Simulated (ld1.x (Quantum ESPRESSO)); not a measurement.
# Which change was made? (Zr, TM)

zirconium, norm-conserving Troullier–Martins (Kleinman–Bylander form), made with ld1.x (Quantum ESPRESSO) 7.5 (LDA (PZ), scalar-relativistic). Core [Ar] 3d10, reference 4s2 4p6 4d2 5s2 5p0. Waves: 4p (bound): rc 1.50 bohr; 4d (bound): rc 1.70 bohr; 4s (bound): rc 1.50 bohr. Local part: the s channel. Core correction: none.

Occupied shells without a wave of their own: 5s. They enter only through the test configuration that unscreens the potential.

Cutoffs, loose and tight: the cutoffs (Ry, on a coarse ladder) from which the occupation-weighted sum of valence levels, in a spherical-Bessel basis at the reference potential, stays within 10 and 1 mRy of its value at 400 Ry. They do not see the model core or the augmentation charge, which bear on the density cutoff. Test errors are all-electron minus pseudo excitation energies from the reference, over the configurations 4s2 4p6 4d2 5s1 5p0; 4s2 4p6 4d2 5s0 5p0; 4s2 4p6 4d1 5s0 5p0; 4s2 4p6 4d1 5s2 5p0; 4s2 4p6 4d2 5s0 5p2; 4s2 4p6 4d2.5 5s1.5 5p0; 4s2 4p6 4d2 5s1 5p1 (two spin-polarised tests are not counted in the largest error); variants that change the core or the reference have their own tests.

The base gives: outcome: generated, misses its reference levels by 0.19 eV; cutoff, loose: 70 Ry; cutoff, tight: 110 Ry; bound ghosts: none; largest test error (meV): -909.

On the changes marked as counting shells twice: ld1.x takes every shell without a wave as core, so the model core holds the marked electrons as well and exchange and correlation see them twice. This cancels in the reference configuration, but the file is broken for other ones, and its errors say nothing about a proper core correction.

Task: After one change the result is: outcome: generated, misses its reference levels by 0.19 eV; cutoff, loose: 70 Ry; cutoff, tight: 110 Ry; bound ghosts: none; largest test error (meV): -1846. Which change was it?
A. all radii scaled by about 0.74 (s 1.10, p 1.10, d 1.26 bohr)
B. core correction full core density, not smoothed (it rises at the typed radius of 1.86 bohr, so ld1.x skipped the fit) (5s counted twice)
C. local potential all-electron potential smoothed inside 1.25 bohr (lloc = -1)
D. wave 4s (bound): rc 1.50 bohr becomes 4s (bound): rc 1.66 bohr

Result: B. The others give: local potential all-electron potential smoothed inside 1.25 bohr (lloc = -1) → outcome: failed: run_pseudo: Errors in PS-KS equation | wave 4s (bound): rc 1.50 bohr becomes 4s (bound): rc 1.66 bohr → outcome: generated, misses its reference levels by 0.38 eV; cutoff, loose: 55 Ry; cutoff, tight: 90 Ry; bound ghosts: none; largest test error (meV): -1848 | all radii scaled by about 0.74 (s 1.10, p 1.10, d 1.26 bohr) → outcome: generated; cutoff, loose: 100 Ry; cutoff, tight: 200 Ry; bound ghosts: none; largest test error (meV): -234.
